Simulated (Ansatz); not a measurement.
C$_{3}$H$_{9}$OSi (SMILES CCO[SiH]C), doublet, at a GFN2-xTB geometry; Ansatz (an electronic-structure program) with CCSD/6-31G.

Ansatz was given this input:
Ansatz 0.2 input:
```yaml
crystal:
  periodic: [false, false, false]
  atoms:
    - {symbol: C, position_ang: [2.41378070, -1.13115148, -0.46578042]}
    - {symbol: C, position_ang: [1.14726911, -0.35368402, -0.78233997]}
    - {symbol: O, position_ang: [0.50680121, 0.00475492, 0.41959238]}
    - {symbol: Si, position_ang: [-0.86703288, 0.83762587, 0.64892059]}
    - {symbol: C, position_ang: [-2.40107071, -0.01794513, -0.08047721]}
    - {symbol: H, position_ang: [2.91815378, -1.41450380, -1.38608488]}
    - {symbol: H, position_ang: [2.16642389, -2.02754711, 0.09706671]}
    - {symbol: H, position_ang: [3.08205162, -0.51975112, 0.13506892]}
    - {symbol: H, position_ang: [1.38950688, 0.55388138, -1.34926984]}
    - {symbol: H, position_ang: [0.46825986, -0.96490865, -1.38983032]}
    - {symbol: H, position_ang: [-0.74435096, 2.20508153, 0.13574560]}
    - {symbol: H, position_ang: [-2.50886585, -1.03598343, 0.28527433]}
    - {symbol: H, position_ang: [-3.30883863, 0.52110194, 0.17034644]}
    - {symbol: H, position_ang: [-2.33816445, -0.06548864, -1.16835862]}
basis:
  gaussian:
    orbitals: 6-31G
magnetization: {spin_polarized: true, initial_magnetization: 1}
correlation: {method: ccsd}
```

**Question.** Predict the main parts of the log of this Ansatz run.

**Answer.** 
```
Functional definition: HF
884 factors; integrals over basis functions are off by at most 2.1e-4 eV
mean field evaluation 1: about -13126.0793 eV, gradient 2.5e1 eV
mean field evaluation 2: about -13126.0805 eV, gradient 2.5e1 eV
mean field evaluation 4: about -13129.1688 eV, gradient 2.8e0 eV
mean field evaluation 8: about -13129.2318 eV, gradient 1.3e-1 eV
mean field evaluation 16: about -13129.2203 eV, gradient 8.0e-1 eV
mean field -13129.23224722 eV, -482.4903857721 hartree, gradient 5.8e-6 eV, S^2 0.752077; 0 other end points of the search recorded, 0 dependent functions left out
9 core orbitals not correlated
reference -13129.23224722 eV, -482.4903857721 hartree; 16, 15 occupied and 42, 43 virtual orbitals, 884 factors
second order -11.81071727 eV of doubles, -0.00000000 eV of singles
cycle   1  -12.60680019 eV  change   -8.0e-1 eV  update   9.4e-2
cycle   2  -13.07080927 eV  change   -4.6e-1 eV  update   3.1e-2
cycle   3  -13.20285489 eV  change   -1.3e-1 eV  update   1.5e-2
cycle   4  -13.20690022 eV  change   -4.0e-3 eV  update   3.7e-3
cycle   5  -13.20672068 eV  change    1.8e-4 eV  update   1.7e-3
cycle   6  -13.20659596 eV  change    1.2e-4 eV  update   7.2e-4
cycle   7  -13.20643605 eV  change    1.6e-4 eV  update   2.8e-4
cycle   8  -13.20643696 eV  change   -9.2e-7 eV  update   9.8e-5
cycle   9  -13.20644500 eV  change   -8.0e-6 eV  update   3.2e-5
Total energy: -13142.43869222 eV, -482.9757136742 hartree
```
